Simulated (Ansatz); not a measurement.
Computed with Ansatz.

A structure relaxed at PBE0-D4/def2-TZVP, charge 0, multiplicity 1:

Cartesian coordinates in Å:
```
O -0.287 1.264 -1.021
Si -0.139 0.021 0.009
S 1.936 -0.185 0.287
Cl -1.091 0.378 1.780
Br -1.097 -1.783 -0.848
H -1.102 1.347 -1.520
H 1.780 -1.040 1.312
```

**Question.** Give its formula and SMILES.

**Answer.** BrClH2OSSi, `O[Si](S)(Cl)Br`.

**Question.** Summarise the bond lengths by kind.

**Answer.** 1 × O–Si 1.621 Å; 1 × H–O 0.959 Å; 1 × S–Si 2.104 Å; 1 × Cl–Si 2.042 Å; 1 × Br–Si 2.215 Å; 1 × H–S 1.344 Å.
